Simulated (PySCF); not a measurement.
# Correlation energy of Br (bromine, neutral)

[Ar] 3d10 4s2 4p5, 2P determinant. Computed with PySCF 2.14 in x2c-TZVPPall, with scalar relativity by spin-free X2C-1e. Frozen: [Ar] 3d10; 7 electrons correlated.

MP2 pair energies summed by pair of shells (mhartree):

```json
{"pair": "4p-4p", "energy": "-81.44", "share (%)": "60.7"}
{"pair": "4s-4p", "energy": "-44.56", "share (%)": "33.2"}
{"pair": "4s-4s", "energy": "-8.06", "share (%)": "6.0"}
```

Total MP2 correlation energy: -134.06 mhartree.

Same-spin part -30.50 and opposite-spin part -103.57 mhartree; SCS-MP2 scales them by 1/3 and 6/5 to -134.45 mhartree.
